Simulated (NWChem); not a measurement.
System: C3H5BF2; SMILES FB1CC[C@@H]1F

Parts of the log:

```
             Northwest Computational Chemistry Package (NWChem) 7.3.0
             --------------------------------------------------------

                             Geometry "geometry" -> ""
                             -------------------------

 Output coordinates in angstroms (scale by  1.889725989 to convert to a.u.)

  No.       Tag          Charge          X              Y              Z
 ---- ---------------- ---------- -------------- -------------- --------------
    1 F                    9.0000     1.06198300    -1.65462300    -0.36804600
    2 B                    5.0000     0.15877700    -0.79774000     0.07597000
    3 C                    6.0000    -1.41820200    -0.74493600    -0.02551500
    4 C                    6.0000    -1.17781900     0.79932100    -0.18465700
    5 C                    6.0000     0.23576500     0.73207700     0.48460600
    6 F                    9.0000     1.21638600     1.57315900    -0.01704300
    7 H                    1.0000    -1.92843100    -1.25425000    -0.84788300
    8 H                    1.0000    -1.94514600    -0.97649300     0.90691400
    9 H                    1.0000    -1.90559700     1.46635600     0.28744200
   10 H                    1.0000    -1.07079500     1.07800500    -1.23804600
   11 H                    1.0000     0.13807100     0.90877200     1.56472600

 Effective nuclear repulsion energy (a.u.)     220.6571919437

                                 NWChem DFT Module
                                 -----------------

 Summary of "ao basis" -> "ao basis" (spherical)
 ------------------------------------------------------------------------------
       Tag                 Description            Shells   Functions and Types
 ---------------- ------------------------------  ------  ---------------------
 F                          6-311g**                 8       18   4s3p1d
 B                          6-311g**                 8       18   4s3p1d
 C                          6-311g**                 8       18   4s3p1d
 H                          6-311g**                 4        6   3s1p

            General Information
            -------------------
          SCF calculation type: DFT
          Wavefunction type:  closed shell.
          No. of atoms     :    11
          No. of electrons :    46
           Alpha electrons :    23
            Beta electrons :    23
          Charge           :     0
          Spin multiplicity:     1
          Use of symmetry is: off; symmetry adaption is: off
          Maximum number of iterations: 150
          AO basis - number of functions:   138
                     number of shells:    68
          Convergence on energy requested:  1.00D-06
          Convergence on density requested:  1.00D-05
          Convergence on gradient requested:  5.00D-04

              XC Information
              --------------
                         B3LYP Method XC Potential
                     Hartree-Fock (Exact) Exchange  0.200
                        Slater Exchange Functional  0.800 local
                    Becke 1988 Exchange Functional  0.720 non-local
              Lee-Yang-Parr Correlation Functional  0.810
                  VWN I RPA Correlation Functional  0.190 local

             Grid Information
             ----------------
          Grid used for XC integration:  medium
          Radial quadrature: Mura-Knowles
          Angular quadrature: Lebedev.
          Tag              B.-S. Rad. Rad. Pts. Rad. Cut. Ang. Pts.
          ---              ---------- --------- --------- ---------
          F                   0.50       49          11.0       434
          B                   0.85       49          10.0       434
          C                   0.70       49          10.0       434
          H                   0.35       45          11.0       434
          Grid pruning is: on
          Number of quadrature shells:   519
          Spatial weights used:  Erf1

      Superposition of Atomic Density Guess
      -------------------------------------

 Sum of atomic energies:        -338.84848476

      Non-variational initial energy
      ------------------------------

[...]

                                NWChem TDDFT Module
                                -------------------

            General Information
            -------------------
           No. of orbitals :     276
            Alpha orbitals :     138
             Beta orbitals :     138
        Alpha frozen cores :       0
         Beta frozen cores :       0
     Alpha frozen virtuals :       0
      Beta frozen virtuals :       0
         Spin multiplicity :       1
    Number of AO functions :     138
        Use of symmetry is : off
      Symmetry adaption is : off
         Schwarz screening :  0.10D-07

              XC Information
              --------------
                  B3LYP Method XC Potential
              Hartree-Fock (Exact) Exchange   0.20
                 Slater Exchange Functional   0.80 local
             Becke 1988 Exchange Functional   0.72 non-local
       Lee-Yang-Parr Correlation Functional   0.81
           VWN I RPA Correlation Functional   0.19 local

             TDDFT Information
             -----------------
          Calculation type : Tamm-Dancoff TDDFT
         Wavefunction type : Restricted singlets
          No. of electrons :      46
           Alpha electrons :      23
            Beta electrons :      23
              No. of roots :       6
          Max subspacesize :    5200
            Max iterations :     100
               Target root :       1
           Target symmetry : none
             Energy Cutoff :-0.59D+01
      Symmetry restriction : off
                 Algorithm : Optimal
        Davidson threshold :  0.10D-03

    6 smallest eigenvalue differences (eV)
--------------------------------------------------------
  No. Spin  Occ  Vir  Irrep   E(Occ)    E(Vir)   E(Diff)
--------------------------------------------------------
    1    1    6   24 a        -6.810    -0.036   184.329
    2    1    6   25 a        -6.810     0.039   186.373
    3    1    6   26 a        -6.810     0.061   186.972
    4    1    6   27 a        -6.810     0.084   187.588
    5    1    6   28 a        -6.810     0.092   187.820
    6    1    6   29 a        -6.810     0.111   188.323
--------------------------------------------------------

  Entering Davidson iterations
  Restricted singlet excited states

  Iter   NTrls   NConv    DeltaV     DeltaE      Time
  ----  ------  ------  ---------  ---------  ---------
    1      6       0     0.46E-01   0.10+100       12.1
    2     12       0     0.52E-02   0.29E-02       11.9
    3     18       0     0.84E-03   0.39E-04       12.4
    4     24       4     0.12E-03   0.63E-06       12.1
    5     26       6     0.39E-04   0.11E-07        8.4
  ----  ------  ------  ---------  ---------  ---------
  Convergence criterion met

  Ground state a        -341.983866021406 a.u.

  ----------------------------------------------------------------------------
  Root   1 singlet a              6.682728183 a.u.              181.8464 eV
  ----------------------------------------------------------------------------
     Transition Moments    X -0.00584   Y  0.04261   Z -0.11368
     Dipole Oscillator Strength                    0.0658131273
     Electric Quadrupole                           0.0000589269
     Magnetic Dipole                               0.0000721772
     Total Oscillator Strength                     0.0659442314

     Occ.    6  a   ---  Virt.   24  a        0.98966
     Occ.    6  a   ---  Virt.   25  a       -0.06767
     Occ.    6  a   ---  Virt.   27  a        0.05874
     Occ.    6  a   ---  Virt.   36  a       -0.06202
  ----------------------------------------------------------------------------
  Root   2 singlet a              6.804584163 a.u.              185.1622 eV
  ----------------------------------------------------------------------------
     Transition Moments    X -0.00994   Y  0.01459   Z -0.00552
     Dipole Oscillator Strength                    0.0015511322
     Electric Quadrupole                           0.0000016325
     Magnetic Dipole                               0.0000004139
     Total Oscillator Strength                     0.0015531786

     Occ.    6  a   ---  Virt.   24  a       -0.07426
     Occ.    6  a   ---  Virt.   25  a       -0.94288
     Occ.    6  a   ---  Virt.   26  a        0.25028
     Occ.    6  a   ---  Virt.   28  a        0.17407
     Occ.    6  a   ---  Virt.   29  a       -0.08394
  ----------------------------------------------------------------------------
  Root   3 singlet a              6.824047627 a.u.              185.6919 eV
  ----------------------------------------------------------------------------
     Transition Moments    X -0.02348   Y  0.01879   Z -0.00345
     Dipole Oscillator Strength                    0.0041679880
     Electric Quadrupole                           0.0000039850
     Magnetic Dipole                               0.0000023105
     Total Oscillator Strength                     0.0041742835

     Occ.    6  a   ---  Virt.   25  a        0.30058
     Occ.    6  a   ---  Virt.   26  a        0.90290
     Occ.    6  a   ---  Virt.   27  a        0.05120
     Occ.    6  a   ---  Virt.   28  a        0.24976
     Occ.    6  a   ---  Virt.   29  a       -0.15537
  ----------------------------------------------------------------------------
  Root   4 singlet a              6.850713926 a.u.              186.4175 eV
  ----------------------------------------------------------------------------
     Transition Moments    X -0.01794   Y  0.02082   Z  0.01202
     Dipole Oscillator Strength                    0.0041096627
     Electric Quadrupole                           0.0000034431
     Magnetic Dipole                               0.0000024939
     Total Oscillator Strength                     0.0041155998

[...]
```

Level: B3LYP/6-311G** (spherical d), restricted-window TDA. Geometry: optimised at B3LYP/6-31G* (spherical d). The quadrupole and magnetic terms of the printed total strengths depend on the origin.

Task: Which NWChem input produces such a log?

Result: Several could match; the one computed here: the input that was run:
```
start job
memory heap 200 mb stack 900 mb global 1100 mb
geometry units angstroms noautosym nocenter noautoz
  F      1.061983    -1.654623    -0.368046
  B      0.158777    -0.797740     0.075970
  C     -1.418202    -0.744936    -0.025515
  C     -1.177819     0.799321    -0.184657
  C      0.235765     0.732077     0.484606
  F      1.216386     1.573159    -0.017043
  H     -1.928431    -1.254250    -0.847883
  H     -1.945146    -0.976493     0.906914
  H     -1.905597     1.466356     0.287442
  H     -1.070795     1.078005    -1.238046
  H      0.138071     0.908772     1.564726
end
basis spherical
  * library 6-311g**
end
dft
  xc b3lyp
  iterations 150
end
tddft
  cis
  ecut -5.9
  nroots 6
  notriplet
end
task tddft energy
```
